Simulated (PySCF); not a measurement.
**Does the structure fit the spectrum?**

A compound C$_{6}$H$_{11}$NOSi gives the data below (simulated from a calculation) and was assigned the structure `NCCC1=C[SiH2]C=CO1`.

$^{13}$C{$^{1}$H} NMR (computed): δ 126.1 (CH, 2C), 117.7 (CH, 2C), 63.1 (CH3), 62.6 (CH2).

$^{1}$H NMR (600 MHz, computed): δ 6.59 (m, 2H), 6.49 (m, 2H), 5.51 (t, 2H), 4.20 (t, 2H), 3.51 (s, 3H).

Theoretical values (PySCF 2.14.0 with density-fitted response routines): NMR shieldings at PBE0/pcSseg-1/GIAO, geometry from GFN2-xTB. Non-relativistic Hamiltonian, one conformer, in vacuum, averaged over atoms made equivalent by symmetry, fast rotation or ring inversion.

References, each an isolated molecule treated in the same way: $^{1}$H (σref 31.72) and $^{13}$C (σref 186.93) vs TMS.

**Question.** Compare with the shifts computed for the proposed structure, pairing carbons in order of shift.

**Answer.** Structure with atom numbers: `[NH2:1][CH2:2][CH2:3][C:4]1=[CH:5][SiH2:6][CH:7]=[CH:8][O:9]1` (H(Xn): hydrogen on atom n).

```tsv
atom	computed for proposal	given list	difference
C4	171.7	126.1	+45.6
C8	161.4	126.1	+35.3
C7	97.7	117.7	-20.0
C5	93.5	117.7	-24.2
C3	54.1	63.1	-9.0
C2	50.1	62.6	-12.5
```

The rms difference is 27.6 ppm and the largest +45.6 ppm at C4 (alkene carbon bearing oxygen). The proposal also would give 6 carbon signals, not 4. The carbon types in order of shift don't match either: C, CH, CH, CH, CH2, CH2 for the proposal against CH, CH, CH, CH, CH3, CH2 in the data. The proposal doesn't fit.

**Question.** Which isomer fits?

**Answer.** `COC[SiH2]n1cccc1`.

Carbon types of the structure: 4 × CH, 1 × CH2, 1 × CH3, leaving 2 H on heteroatoms. δC 126.1: aromatic CH next to a ring nitrogen. δC 117.7: aromatic CH. δC 63.1: methyl carbon bonded to O; the inductive effect lowers its shielding. δC 62.6: sp3 CH2 bonded to O and Si; pulled downfield by the heteroatom.

Other isomers checked: C=C[C@@H](C)[C@H](C#N)O[SiH3] (rms 28.8 ppm).

The shifts were computed for this structure.

Shifts are as computed. Against solution values, carbons near 30 ppm lie about +3 ppm off and those near 130 ppm about +5 ppm. Of 1211 compounds with measured shifts, 218 miss one by over three times the rms of a fit or turn the order of signals round; such compounds aren't used in these exercises. Multiplicities follow the n + 1 count of equivalent neighbours, as no J values were calculated; m marks all less simple cases, F and P coupling included.
